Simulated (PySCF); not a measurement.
# As (arsenic, neutral): LDA calculation

Configuration: [Ar] 3d10 4s2 4p3, high-spin 4S determinant. Computed with PySCF 2.14 in cc-pVTZ-PP with ECP10MDF, with a scalar-relativistic core potential.

- Total energy: -331.9047 hartree
- One-electron energy: -586.2546 hartree
- Hartree (Coulomb) energy: 280.6362 hartree
- Exchange-correlation energy: -26.2864 hartree
- ⟨S²⟩: 3.7505
- ⟨L²⟩: 0.000
- Sum of ⟨r⟩: 23.11 bohr
- Sum of ⟨r²⟩: 40.14 bohr²
- Time after the integrals: 0.23 s of wall time on 1 thread of Neoverse-V1 (shared host)

| shell | electrons | mean orbital energy (eV) | rms radius, mean of both spins (bohr) |
| --- | --- | --- | --- |
| 3s α | 1 | -183.07 | 0.646 |
| 3s β | 1 | -182.90 | 0.646 |
| 3p α | 3 | -133.13 | 0.674 |
| 3p β | 3 | -132.93 | 0.674 |
| 3d α | 5 | -41.403 | 0.755 |
| 3d β | 5 | -41.099 | 0.755 |
| 4s α | 1 | -15.319 | 2.08 |
| 4s β | 1 | -13.298 | 2.08 |
| 4p α | 3 | -5.913 | 2.72 |

Energies and moments cover only the electrons outside the core potential.
